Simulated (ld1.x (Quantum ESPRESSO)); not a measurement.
Values are calculated unless marked as measured or tabulated.
## Potentials for F (Z = 9) compared

Generated with ld1.x 7.5 (TM, RRKJ, ultrasoft, PAW), atompaw 4.2 or ONCVPSP 4.0.1. The cutoff is in Ry: for ld1.x and atompaw files where the sum of valence levels is converged to 10 mRy in a Bessel basis, for ONCV files where the hardest occupied wave has 1 mHa per electron of residual kinetic energy. The error is the largest all-electron minus pseudo excitation energy over each file’s own four to seven test configurations (ionisations up to +4, promotions, holes and added fractions of an electron), all of which were solved. The labels leave out finer settings (local radius, basis sizes, second energies), which also bear on the numbers. Spin-polarised tests are not counted. The rows are a selection from randomly drawn settings: files with unsolved tests, undetermined cutoffs or missed reference levels are left out.

A true bound ghost makes a file unfit for plane-wave use even where its test errors are small: the radial tests pick states by their node count and pass the ghost by.

| potential | cutoff (Ry) | largest error (meV) | bound ghosts |
| --- | --- | --- | --- |
| TM, BP86, non-relativistic, rc 0.80/1.30/1.20 (spd), local smoothed, core correction yes, reference 2s1 2p6 | 90 | +2138 | none |
| RRKJ, PBEsol, non-relativistic, rc 0.75/0.85 (sp), local s, core correction no, reference 2s2 2p4 | 160 | +344 | none |
| PAW, PBE, non-relativistic, rc 0.90/1.50/1.30 (spd), local smoothed, core correction yes, reference 2s1 2p6 | 35 | -84 | none |
| PAW, PBE, non-relativistic, rc 0.85/1.45 (sp), local smoothed, core correction yes, reference 2s2 2p5 | 35 | -49 | none |
| RRKJ, Wu–Cohen, scalar-relativistic, rc 0.85/1.05 (sp), local smoothed, core correction yes, reference 2s2 2p4.5 | 160 | +776 | none |
| PAW, PBE, scalar-relativistic, rc 0.55/1.35 (sp), local smoothed, core correction yes, reference 2s2 2p5 | 120 | -30 | s |

**Question.** Fill in the row for F: TM, LDA (PZ), scalar-relativistic, rc 0.60/1.20/0.95 (spd), local s, core correction yes, reference 2s2 2p4.5.

**Answer.** cutoff 180 Ry, largest error +1065 meV, bound ghosts: none.
